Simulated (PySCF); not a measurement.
Computed shifts of a molecule C₃HBrClF, PBE/pcSseg-1 (PySCF), GIAO, gas phase, atoms alike by connectivity averaged where their shifts nearly agree, in ppm (number of nuclei): ¹⁹F: -139.1 (1). ¹³C: 204.7 (1), 138.2 (1), 124.4 (1). ¹H: 7.63 (1). References: ¹⁹F against CFCl3 (σ = 133.6 ppm); ¹³C against TMS (σ = 182.0 ppm); ³⁵Cl against HCl (σ = 936.5 ppm); ¹H against TMS (σ = 31.49 ppm), references at their B3LYP-D3(BJ)/def2-TZVP geometries, non-relativistic (without spin–orbit terms, shifts of atoms bonded to Cl or Br come out too high). The structure is a stationary point at ωB97X-D3(BJ)/def2-SVP. Other conformers were not sampled.

Q: Which molecule gave these data?
(A) FC(Cl)=C=CBr
(B) FC(Br)=C=CCl
(C) FC=C=C(Cl)Br

A: C, FC=C=C(Cl)Br
